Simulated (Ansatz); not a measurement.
Consider the substitution at a C–B bond: `COBC=O` + `CB(C)O` → `CB(C)OC=O` + `BOC`.

Isolated molecules relaxed with PBE0-D4/def2-TZVP in Ansatz; ΔE leaves out vibrations. CCSD(T)/CBS adds triple-zeta CCSD(T) − MP2 to the extrapolated MP2 energy (def2 sets, frozen cores). DFT in def2-TZVPP. B3LYP here is the variant with VWN-RPA as its local correlation; programs differ in this. One conformer a species, not always the lowest.

`COBC=O`:

Z-matrix (Å, degrees):
```
C
O 1 1.416
H 1 1.091 2 108.6
H 1 1.091 2 108.6 3 118.2
H 1 1.093 2 111.2 3 -120.9
B 2 1.336 1 122.7 3 121.0
C 6 1.599 2 115.9 1 180.0
H 6 1.199 2 122.2 1 -0.0
O 7 1.209 6 122.6 2 -180.0
H 7 1.117 6 118.2 2 0.0
```

`CB(C)O`:

Cartesian coordinates in Å:
```
C 0.464 0.607 1.283
B 0.249 -0.304 0.023
C -0.822 0.037 -1.082
O 1.033 -1.415 -0.075
H 1.081 0.135 2.049
H 0.962 1.536 0.979
H -0.486 0.913 1.731
H -0.740 -0.560 -1.995
H -1.826 -0.126 -0.673
H -0.785 1.094 -1.363
H 0.871 -1.917 -0.877
```

`CB(C)OC=O`:

Z-matrix (Å, degrees):
```
C
B 1 1.562
H 1 1.091 2 113.9
H 1 1.094 2 111.2 3 -124.2
H 1 1.098 2 108.7 3 120.2
C 2 1.561 1 123.1 3 167.3
O 2 1.397 1 114.8 3 -15.1
H 6 1.097 2 108.2 1 -95.8
H 6 1.092 2 114.2 1 147.0
H 6 1.092 2 111.7 1 21.9
C 7 1.343 2 126.2 1 167.2
O 11 1.191 7 126.0 2 -26.0
H 11 1.100 7 109.9 2 156.3
```

`BOC`:

Z-matrix (Å, degrees):
```
C
O 1 1.413
H 1 1.092 2 108.8
H 1 1.092 2 108.9 3 118.3
H 1 1.094 2 111.3 3 -120.8
B 2 1.339 1 122.3 3 121.0
H 6 1.196 2 116.9 1 180.0
H 6 1.204 2 120.2 1 0.0
```

**Question.** Is it downhill or uphill in electronic energy at CCSD(T)/CBS, and by how much? (An estimate is asked.)

**Answer.** Computed: Downhill: ΔE = -4.6 kJ/mol.

**Question.** What do these levels give: PBE0-D4, B3LYP-D4, BHLYP-D4, PBE-QIDH, HF/def2-TZVPP, CCSD/def2-TZVPP? (Estimate.)

**Answer.** The calculation gave: PBE0-D4 -12.5, B3LYP-D4 -12.4, BHLYP-D4 -14.6, PBE-QIDH -12.5, HF/def2-TZVPP -17.1, CCSD/def2-TZVPP -5.7 kJ/mol.

Largest T1 diagnostic among the species: 0.015.

Leaving LDA and LC-ωPBE aside and taking each functional with its dispersion term where it has one, the values, not all of them listed here, spread over 7.8 kJ/mol, from r2SCAN-D4 to B2PLYP. LDA lies −11.8 kJ/mol from PBE without D4. From BLYP to BHLYP (50 % exact exchange), in def2-TZVPP and without D4, ΔE moves by −5.2 kJ/mol.
